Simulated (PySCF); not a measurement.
sulfuric acid (H2O4S), singlet, at a GFN2-xTB geometry; MN15/3-21G (PySCF).

PySCF was given this input:
```python
from pyscf import gto, scf, dft

mol = gto.Mole()
mol.atom = '''
    O    -0.552709    1.352788    0.310942
    S    -0.080419   -0.125691   -0.010742
    O    -0.626769   -0.488526   -1.265587
    O    -0.274419   -0.919997    1.145212
    O     1.479218    0.095311   -0.187184
    H    -0.791150    1.751239   -0.524392
    H     1.875282   -0.056781    0.669204
'''
mol.basis = '3-21g'
mol.charge = 0
mol.spin = 0
mol.verbose = 4
mol.build()

mf = dft.RKS(mol)
mf.xc = 'mn15'
mf.kernel()
mf.analyze()
```

Q: What does PySCF print? Leave out banner, timings and long lists.

A: 
```
PySCF version 2.14.0

[INPUT] verbose = 4
[INPUT] num. atoms = 7
[INPUT] num. electrons = 50
[INPUT] charge = 0
[INPUT] spin (= nelec alpha-beta = 2S) = 0
[INPUT] symmetry False subgroup None
[INPUT] Mole.unit = angstrom
[INPUT] Symbol           X                Y                Z      unit          X                Y                Z       unit  Magmom
[INPUT]  1 O     -0.552709000000   1.352788000000   0.310942000000 AA   -1.044468636582   2.556398824598   0.587595220625 Bohr   0.0
[INPUT]  2 S     -0.080419000000  -0.125691000000  -0.010742000000 AA   -0.151969885211  -0.237521566323  -0.020299438030 Bohr   0.0
[INPUT]  3 O     -0.626769000000  -0.488526000000  -1.265587000000 AA   -1.184421753368  -0.923180344729  -2.391612816810 Bohr   0.0
[INPUT]  4 O     -0.274419000000  -0.919997000000   1.145212000000 AA   -0.518576753377  -1.738542365421   2.164137034565 Bohr   0.0
[INPUT]  5 O      1.479218000000   0.095311000000  -0.187184000000 AA    2.795316898527   0.180111686658  -0.353726494901 Bohr   0.0
[INPUT]  6 H     -0.791150000000   1.751239000000  -0.524392000000 AA   -1.495056823450   3.309362088657  -0.990957261913 Bohr   0.0
[INPUT]  7 H      1.875282000000  -0.056781000000   0.669204000000 AA    3.543769386327  -0.107300539079   1.264612281463 Bohr   0.0

nuclear repulsion = 290.840585195472
number of shells = 31
number of NR pGTOs = 93
number of NR cGTOs = 53
basis = 3-21g
ecp = {}

******** <class 'pyscf.dft.rks.RKS'> ********
method = RKS
initial guess = minao
damping factor = 0
level_shift factor = 0
DIIS = <class 'pyscf.scf.diis.CDIIS'>
diis_start_cycle = 1
diis_space = 8
diis_damp = 0
SCF conv_tol = 1e-09
SCF conv_tol_grad = None
SCF max_cycles = 50
direct_scf = True
direct_scf_tol = 1e-13
XC library pyscf.dft.libxc version 7.1.2
    S. Lehtola, C. Steigemann, M. J. T. Oliveira, and M. A. L. Marques,  SoftwareX 7, 1–5 (2018)
XC functionals = mn15
    H. S. Yu, X. He, S. L. Li, and D. G. Truhlar,  Chem. Sci. 7, 5032–5051 (2016)
    H. S. Yu, X. He, S. L. Li, and D. G. Truhlar,  Chem. Sci. 7, 5032–5051 (2016)
radial grids:
    Treutler-Ahlrichs [JCP 102, 346 (1995); DOI:10.1063/1.469408] (M4) radial grids

becke partition: Becke, JCP 88, 2547 (1988); DOI:10.1063/1.454033
pruning grids: <function nwchem_prune>
grids dens level: 3
symmetrized grids: False
atomic radii adjust function: <function treutler_atomic_radii_adjust>
small_rho_cutoff = 0
Set gradient conv threshold to 3.16228e-05
Initial guess from minao.
tot grids = 94824
init E= -696.900684134698
  HOMO = -0.423361485744359  LUMO = 0.0209048259683122  gap/eV = 12.08910
cycle= 1 E= -695.015447086281  delta_E= 1.89  |g|= 1.36  |ddm|= 3.11
  HOMO = -0.241302708955532  LUMO = 0.0393632513849593  gap/eV = 7.63731
cycle= 2 E= -694.865408230788  delta_E= 0.15  |g|= 1.67  |ddm|= 2.96
  HOMO = -0.369901929736039  LUMO = 0.0653707946875612  gap/eV = 11.84437
cycle= 3 E= -695.375741167777  delta_E= -0.51  |g|= 0.266  |ddm|= 1.74
  HOMO = -0.361601299295519  LUMO = 0.0568906879212725  gap/eV = 11.38775
cycle= 4 E= -695.387710297987  delta_E= -0.012  |g|= 0.0442  |ddm|= 0.231
  HOMO = -0.362645539839761  LUMO = 0.0616860526429801  gap/eV = 11.54665
cycle= 5 E= -695.388024169904  delta_E= -0.000314  |g|= 0.00294  |ddm|= 0.0265
  HOMO = -0.362988069582854  LUMO = 0.0620952578239025  gap/eV = 11.56711
cycle= 6 E= -695.38802637643  delta_E= -2.21e-06  |g|= 0.000486  |ddm|= 0.00408
  HOMO = -0.363012718022088  LUMO = 0.0620003555987054  gap/eV = 11.56519
cycle= 7 E= -695.388026436493  delta_E= -6.01e-08  |g|= 0.000113  |ddm|= 0.000668
  HOMO = -0.362985831994242  LUMO = 0.0620113001435314  gap/eV = 11.56476
cycle= 8 E= -695.388026439904  delta_E= -3.41e-09  |g|= 1.71e-05  |ddm|= 0.000167
  HOMO = -0.362986553244735  LUMO = 0.0620117882853011  gap/eV = 11.56479
cycle= 9 E= -695.388026439932  delta_E= -2.81e-11  |g|= 2.03e-05  |ddm|= 3.88e-05
  HOMO = -0.362986797427947  LUMO = 0.0620119537465103  gap/eV = 11.56481
Extra cycle  E= -695.388026439774  delta_E= 1.58e-10  |g|= 3.64e-05  |ddm|= 4.61e-05
converged SCF energy = -695.388026439774
**** SCF Summaries ****
Total Energy =                        -695.388026439774194
Nuclear Repulsion Energy =             290.840585195471817
One-electron Energy =                -1535.903928689935356
Two-electron Energy =                  549.675317054689344
Two-electron Coulomb Energy =          609.667839797272904
DFT Exchange-Correlation Energy =      -59.992522742583574
HOMO-LUMO gap [eV] =                    11.564805076226072
**** MO energy ****
MO #1   energy= -87.390206772587   occ= 2
MO #2   energy= -18.7423840894807  occ= 2
MO #3   energy= -18.7415978079773  occ= 2
MO #4   energy= -18.6802439531383  occ= 2
MO #5   energy= -18.6800368142866  occ= 2
MO #6   energy= -7.97621676182961  occ= 2
MO #7   energy= -6.17304032973954  occ= 2
MO #8   energy= -6.1715281452222   occ= 2
MO #9   energy= -6.17120254294379  occ= 2
MO #10  energy= -1.31615827503854  occ= 2
MO #11  energy= -1.16314031570674  occ= 2
MO #12  energy= -1.14327358681865  occ= 2
MO #13  energy= -1.13447573307657  occ= 2
MO #14  energy= -0.763597334018642 occ= 2
MO #15  energy= -0.700362016145693 occ= 2
MO #16  energy= -0.578288428155679 occ= 2
MO #17  energy= -0.563774886236187 occ= 2
MO #18  energy= -0.51583233018402  occ= 2
MO #19  energy= -0.483002826838764 occ= 2
MO #20  energy= -0.45520525945498  occ= 2
MO #21  energy= -0.423501737499489 occ= 2
MO #22  energy= -0.402066577375363 occ= 2
MO #23  energy= -0.38427653750593  occ= 2
MO #24  energy= -0.370557875691861 occ= 2
MO #25  energy= -0.362986797427947 occ= 2
MO #26  energy= 0.0620119537465103 occ= 0
MO #27  energy= 0.101399265578457  occ= 0
MO #28  energy= 0.145613884042986  occ= 0
MO #29  energy= 0.153849356738694  occ= 0
MO #30  energy= 0.161679746044366  occ= 0
MO #31  energy= 0.211407071840189  occ= 0
MO #32  energy= 0.435366924579877  occ= 0
MO #33  energy= 0.452795473313237  occ= 0
 ** Mulliken pop on meta-lowdin orthogonal AOs  **
 ** Mulliken pop  **
 ** Mulliken atomic charges  **
charge of    0O =     -0.58236
charge of    1S =      1.89511
charge of    2O =     -0.69486
charge of    3O =     -0.69482
charge of    4O =     -0.58237
charge of    5H =      0.32964
charge of    6H =      0.32966
Dipole moment(X, Y, Z, Debye):  1.56736,  2.44948,  0.20960
```
